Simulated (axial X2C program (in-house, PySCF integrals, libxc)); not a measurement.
## Spin–orbit effects down a group: molecules with F (ions), CCSD

All values come from calculations with an axial X2C code built on PySCF integrals, spin-free (one-electron X2C) or two-component (2c: spin–orbit coupling with atomic mean-field Coulomb and Gaunt terms, which also bring small scalar terms), in Dyall basis sets with cores contracted in-house; open shells are unrestricted.

Basis sets: Be dyall-av3z, Ca dyall-acv3z, F dyall-av3z, Mg dyall-av3z, Sr dyall-acv3z. Frozen shells (counts by l): BeF⁻ F 1s, Be 1s, 10 electrons correlated; MgF⁻ Mg 2s1p, F 1s, 10 electrons correlated; CaF⁻ Ca 3s2p, F 1s, 10 electrons correlated; SrF⁻ Sr 4s3p1d, F 1s, 10 electrons correlated. Coupled cluster in natural virtuals with an MP2 remainder. Where the outer core of a metal is frozen, bonds come out longer and ionisation energies lower.

| molecule | spin-free state | Re (Å) | ωe (cm⁻¹) | De (eV) | 2c state | Re 2c (Å) | ωe 2c (cm⁻¹) | De 2c (eV) |
| --- | --- | --- | --- | --- | --- | --- | --- | --- |
| BeF⁻ | M_S = 0, Λ = 0 | 1.415 | 1061.9 | 3.57 | Ω = 0 | 1.415 | 1062.0 | 3.57 |
| MgF⁻ | ? | ? | ? | ? | ? | ? | ? | ? |
| CaF⁻ | M_S = 0, Λ = 0 | 2.054 | 490.4 | 3.18 | Ω = 0 | 2.054 | 490.4 | 3.18 |
| SrF⁻ | M_S = 0, Λ = 0 | 2.180 | 419.8 | 3.16 | Ω = 0 | 2.180 | 419.7 | 3.16 |

Question: Estimate the 2c Re and ωe of MgF⁻ as the mean of its neighbours in the table.

Answer: Re ≈ 1.734 Å, ωe ≈ 776.2 cm⁻¹. The CCSD runs give the row below, so the estimate misses by -0.091 Å and 192.1 cm⁻¹.

```csv
molecule,spin-free state,Re (Å),ωe (cm⁻¹),De (eV),2c state,Re 2c (Å),ωe 2c (cm⁻¹),De 2c (eV)
MgF⁻,"M_S = 0, Λ = 0",1.825,584.5,2.64,Ω = 0,1.825,584.1,2.64
```

Fragments in 2c: F- + Be, Mg + F-, Ca + F-, Sr + F-. Each entry is the lowest single determinant of a limited PBE0 search at one distance. De goes to single-determinant-based atoms at the same level (for ions the charge split of lowest energy) and is withheld (n/a) where an atom does not fit its ground term or J level. Main or longest-lived isotopes.
